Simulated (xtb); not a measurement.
C₂H₅NOSi, SMILES C([SiH2]O)C#N. All values are semi-empirical tight-binding results from xtb (GFN2-xTB unless named), good for trends rather than for accurate numbers. Geometry optimised at GFN2-xTB. This is a generated structure with no PubChem entry under its InChIKey; it may be hypothetical. One conformer was computed; it need not be the lowest.

Optimised geometry:

Bonds (Å): N1–C2 1.145, C2–C3 1.425, C3–Si4 1.911, C3–H6 1.091, C3–H7 1.091, Si4–O5 1.625, Si4–H8 1.461, Si4–H9 1.461, O5–H10 0.952. Angles (°): N1–C2–C3 178.7, C2–C3–Si4 111.0, C2–C3–H6 108.8, C2–C3–H7 108.8, Si4–C3–H6 110.1, Si4–C3–H7 110.1, H6–C3–H7 107.9, C3–Si4–O5 101.0, C3–Si4–H8 110.8, C3–Si4–H9 110.8, O5–Si4–H8 111.3, O5–Si4–H9 111.3, H8–Si4–H9 111.2, Si4–O5–H10 122.8.

Question: Estimate the properties. (Estimate from the structure and the level; the computed values follow.)

Answer: 
The point group as xtb finds it is Cs and the orbital gap is 5.66 eV. The dipole moment is 5.12 D and the zero-point energy is 40.9 kcal/mol. The G − E(el) at 298.15 K (modified RRHO) is 21.8 kcal/mol. The static polarisability (D4 model) comes out as 61.6 bohr³. The solvation energy, GFN2-xTB/ALPB(water) comes out as -10.1 kcal/mol. The solvation energy, GFN2-xTB/ALPB(toluene) is -4.8 kcal/mol.

Computed atomic charges and the Wiberg bond orders between heavy atoms:
charges (e) N1 -0.27, C2 0.10, C3 -0.15, Si4 0.53, O5 -0.46, H6 0.06, H7 0.06, H8 -0.08, H9 -0.08, H10 0.30. Bond orders N1–C2 2.81, C2–C3 1.11, C3–Si4 0.81, Si4–O5 1.21.
